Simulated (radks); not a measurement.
Species: Ne. Configuration: [Ne].

Calculated with a radial shooting solver on a logarithmic mesh with Libxc functionals: scalar-relativistic Kohn-Sham, SCAN, spin-polarised, spherical densities, finite nucleus; meta-GGA in the generalised Kohn-Sham scheme; Fermi nuclear charge, rms radius 3.0055 fm.

Energy parts (eV):
total: -3513.005
kinetic: 3512.424
electron-nucleus: -8483.862
Hartree: 1798.716
exchange-correlation: -340.283

Orbitals (lengths in bohr, moments of r in powers of bohr; <r^-3> diverges for s and p1/2; r(max) is where P^2 peaks; r(90%) holds 90 % of the orbital's charge):
orbital  occ.  eigenvalue (eV)  r(90%)  <1/r>  r(max)  <r^-3>
1s          2        -837.7458   0.282  9.629  0.1026       -
2s          2         -38.4905    1.44  1.640  0.6800       -
2p          6         -13.9791    1.72  1.440  0.6255   11.28

The highest occupied level is 2p at -13.979 eV. For comparison, the ionisation energy in NIST's Atomic Spectra Database is 21.565 eV (measured). In exact Kohn-Sham theory the highest level is minus the ionisation energy, but local and semilocal functionals leave it too shallow, through self-interaction and a potential that decays too fast; potentials with the right tail come closer. The electron density at the nucleus is 647 e/bohr^3 (large components only). Summed over all electrons, <r^2> = 9.615 bohr^2, which gives a Langevin (diamagnetic) susceptibility term of -7.62 x 10^-6 cm^3/mol. The density falls to 0.001 e/bohr^3 at r = 2.94 bohr.
